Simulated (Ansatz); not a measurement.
Program: Ansatz. Geometries: PBE0-D4/def2-TZVP. ΔE: electronic, gas phase. CCSD(T)/CBS is the MP2 limit (def2-TZVPP, def2-QZVPP) plus CCSD(T) − MP2 in def2-TZVPP, frozen cores. This one scheme is used for every species. For Zn outer-core shells are correlated without core-valence functions, which leaves a few kJ/mol of doubt a bond. Scalar relativity is left out up to krypton.

`[AlH2][SiH2][ZnH]` + `C#C` → `C#[C][ZnH]` + `[AlH2][SiH3]`  (formal exchange of groups at a Zn–Si bond)

```json
{"species": "`[AlH2][SiH2][ZnH]`", "CCSD(T)/CBS(def2) energy (Eh)": "-2312.44185"}
{"species": "`C#C`", "CCSD(T)/CBS(def2) energy (Eh)": "-77.22717"}
{"species": "`C#[C][ZnH]`", "CCSD(T)/CBS(def2) energy (Eh)": "-1855.61045"}
{"species": "`[AlH2][SiH3]`", "CCSD(T)/CBS(def2) energy (Eh)": "-534.06280"}
```

Task: Work out ΔE.

Result: ΔE = (-1855.61045) + (-534.06280) − (-2312.44185) − (-77.22717) = -0.00423 Eh = -2.7 kcal/mol.

Largest T1 diagnostic among the species: 0.016.

Leaving LDA and LC-ωPBE aside and taking each functional with its dispersion term where it has one, the values, not all of them listed here, spread over 4.2 kcal/mol, from B2PLYP to PBE-D4. At CCSD(T), def2-SVP lies −1.1 kcal/mol from the extrapolated value and def2-TZVPP −2.1 kcal/mol. In def2-TZVPP, CCSD(T) changes the Hartree–Fock value by +1.9 kcal/mol (the triples alone add +0.2 kcal/mol) and MP2 by +0.9 kcal/mol.
